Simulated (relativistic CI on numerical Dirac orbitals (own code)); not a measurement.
# B3+: calculation against measurement

Computed by Dirac-Coulomb-Breit CI, separate exchange-only KLI orbitals for each configuration, model QED (radiative potential, 1s self-energy scaled to tabulated hydrogen-like ionisation energies), valence Slater integrals scaled by 0.85, P86 correlation energy added to each configuration (own radial code, finite nucleus).

Configuration list: 1s2, 1s 2s, 1s 2p, 1s 3s, 1s 3p, 1s 3d, 1s 4s, 1s 4p, 1s 4d, 1s 4f, 1s 5s, 1s 5p, 1s 5d, 1s 5f, 1s 5g, 1s 6s, 1s 6p, 1s 6d. Levels of other configurations are missing.

| Configuration | Term (tabulated) | J | Measured (cm⁻¹) | Computed | Error | Purity (%) |
| --- | --- | --- | --- | --- | --- | --- |
| 1s2 | 1S | 0 | 0.0 | 0 | 0 | 100 |
| 1s 2s | 3S | 1 | 1601505.0 | 1596769 | -4736 | 100 |
| 1s 2p | 3P° | 1 | 1636882.0 | 1633164 | -3718 | 100 |
| 1s 2p | 3P° | 0 | 1636898.0 | 1633183 | -3715 | 100 |
| 1s 2p | 3P° | 2 | 1636934.0 | 1633214 | -3720 | 100 |
| 1s 5p | 1P° | 1 | 2022000.0 | 2017608 | -4392 | 99 |
| 1s 6p | 1P° | 1 | 2043360.0 | 2039204 | -4156 | 100 |

Measured levels from Moore, Atomic Energy Levels, vol. I, NSRDS-NBS 35 (1971 reprint of NBS Circular 467, 1949); pairs were made by configuration, J and term (by order where the table uses no LS term), so strongly mixed levels may be paired wrongly. The analysis dates from before 1960.

Mean error by configuration (cm⁻¹): 1s 2s -4736; 1s 2p -3718; 1s 5p -4392; 1s 6p -4156. Over the excited levels the mean absolute error is 4073 cm⁻¹ (6 of the 6 excited levels that our extract of the source holds in range could be paired), and the median relative error of those above 1,000 cm⁻¹ is 0.23 %.
